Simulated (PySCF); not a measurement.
Electron correlation in Ne⁺ (neon, charge +1)

[He] 2s2 2p5, 2P determinant. All numbers are calculated (PySCF 2.14, the spin-free X2C one-electron Hamiltonian (Gaussian nucleus), in x2c-SVPall). Frozen: 1s2; 7 electrons correlated.

MP2 pair energies summed by pair of shells (mhartree):

```tsv
pair	energy	share (%)
2p-2p	-85.01	65.3
2s-2p	-38.30	29.4
2s-2s	-6.92	5.3
```

Total MP2 correlation energy: -130.23 mhartree.

Same-spin part -33.00 and opposite-spin part -97.23 mhartree; SCS-MP2 scales them by 1/3 and 6/5 to -127.68 mhartree.

```csv
level,correlation energy (mhartree)
CCSD,-140.86
(T),-1.06
CCSD(T),-141.92
```

Diagnostics: T1 = 0.0037, D1 = 0.0059, largest double amplitude 0.038.

Cost of the coupled-cluster step: 0.08 s of wall time on 1 thread of Neoverse-V1 (shared host), for 7 correlated electrons.

Iterations:

```
CC2 = 0
CCSD nocc = (np.int64(4), np.int64(3)), nmo = (13, 13)
frozen orbitals [[0], [0]]
max_cycle = 100
direct = 0
conv_tol = 1e-08
conv_tol_normt = 1e-06
diis_space = 8
diis_start_cycle = 0
Init t2, MP2 energy = -0.130232606132048
Init E_corr(UCCSD) = -0.130232606133837
cycle = 1  E_corr(UCCSD) = -0.138789260745164  dE = -0.00855665461  norm(t1,t2) = 0.018795
cycle = 2  E_corr(UCCSD) = -0.140373375264771  dE = -0.00158411452  norm(t1,t2) = 0.00444093
cycle = 3  E_corr(UCCSD) = -0.140873935309637  dE = -0.000500560045  norm(t1,t2) = 0.00178597
cycle = 4  E_corr(UCCSD) = -0.140863296892916  dE = 1.06384167e-05  norm(t1,t2) = 0.000409853
cycle = 5  E_corr(UCCSD) = -0.140859867064558  dE = 3.42982836e-06  norm(t1,t2) = 5.89183e-05
cycle = 6  E_corr(UCCSD) = -0.140860857139817  dE = -9.90075259e-07  norm(t1,t2) = 1.15296e-05
cycle = 7  E_corr(UCCSD) = -0.140860831655802  dE = 2.54840149e-08  norm(t1,t2) = 1.61612e-06
cycle = 8  E_corr(UCCSD) = -0.140860839031429  dE = -7.3756263e-09  norm(t1,t2) = 2.29165e-07
UCCSD converged
E(UCCSD) = -127.9256120163016  E_corr = -0.1408608390314286
UCCSD(T) correction = -0.00105605231795112
```
